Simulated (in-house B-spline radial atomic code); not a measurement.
RPA and G0W0 for Cu VII (Cu6+), [Ar] 3d5, highest spin, as one setting changes: the share of exact exchange in the PBE hybrid start. A dash marks a level of low quasi-particle weight. Computed with an all-electron radial atomic-structure program (B-spline basis): all electrons, scalar-relativistic (spin-free one-electron X2C), finite nucleus, each spin shell either full or empty, empty states to l = 9 with an (l + 1/2)⁻⁴ tail; G0W0 by contour deformation at full frequency.

```
share of exact exchange in the PBE hybrid start  mean-field level (eV)  G0W0 level (eV)  RPA correlation (Eh)
                                              0                -124.91    3d up -139.19               -1.6065
                                            0.1                -126.60    3d up -139.27               -1.5909
                                            0.2                -128.29    3d up -139.35               -1.5759
                                            0.3                -129.99    3d up -139.41               -1.5613
                                            0.4                      ?                ?                     ?
                                            0.5                -133.40    3d up -139.52               -1.5335
                                            0.6                -135.11    3d up -139.56               -1.5202
                                            0.7                      ?                ?                     ?
                                            0.8                -138.53    3d up -139.64               -1.4946
                                            0.9                -140.25    3d up -139.66               -1.4823
                                              1                -141.97    3d up -139.69               -1.4704
```

(1) What belongs in the row for 0.4?

(2) What belongs in the row for 0.7?

(3) At what share of exact exchange does G0W0 leave the highest level unchanged?

Answers

(1) mean-field level (eV): -131.69; G0W0 level (eV): 3d up -139.47; RPA correlation (Eh): -1.5472.

(2) mean-field level (eV): -136.82; G0W0 level (eV): 3d up -139.60; RPA correlation (Eh): -1.5072.

(3) Near 0.87, where the shift changes sign (-1.103 eV at 0.8, +0.586 eV at 0.9).
